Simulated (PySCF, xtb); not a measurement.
O2Ti, SMILES [O]=[Ti]=[O] (connectivity only; charge and spin as stated), charge -1, multiplicity 2.

Harmonic wavenumbers (cm⁻¹) from xtb 6.7.1 with GFN2-xTB at its own minimum, in rising order: 120, 729, 830.

### Question
What does PBE-D3(BJ)/def2-TZVPD run with PySCF give at its own minimum? (Estimate from the structure and the level; the computed values follow.)

### Answer
319, 886, 924. Paired by order, the mean absolute difference is 150 cm⁻¹ and the zero-point energies are 2.4 and 3.0 kcal/mol.
